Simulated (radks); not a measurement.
Task: These are the eigenvalues of the occupied orbitals of an atom or ion with whole-number occupations (hartree). All-electron calculation, scalar-relativistic Kohn-Sham, LDA (Slater exchange, VWN5 correlation), spin-polarised, spherical densities, finite nucleus; Fermi nuclear charge, rms radius of each element as measured or else 0.836 A^(1/3) + 0.57 fm. Program: a radial shooting solver on a logarithmic mesh with Libxc functionals.

| orbital | eigenvalue |
|---|---|
| 1s up | -1032.439 |
| 1s down | -1032.362 |
| 2s up | -201.9319 |
| 2s down | -201.8650 |
| 2p up | -187.6212 |
| 2p down | -187.5389 |
| 3s up | -74.74773 |
| 3s down | -74.56293 |
| 3p up | -70.18629 |
| 3p down | -69.99870 |

Which element is it, and in what charge state? The configuration may be excited. Open shells, if any, are filled with parallel spins first.

Result: Z = 48, cadmium, charge +31: Cd31+ in [Ne] 3s2 3p5. The list shows which subshells hold electrons but not how many an open one holds; the 1s level, -1032.4 hartree, gives Z - s = 45.4 by -(Z - s)^2/2, which with screening and relativity narrows Z to a few neighbours, and the depths of the outer levels then fix element, charge and occupations together.
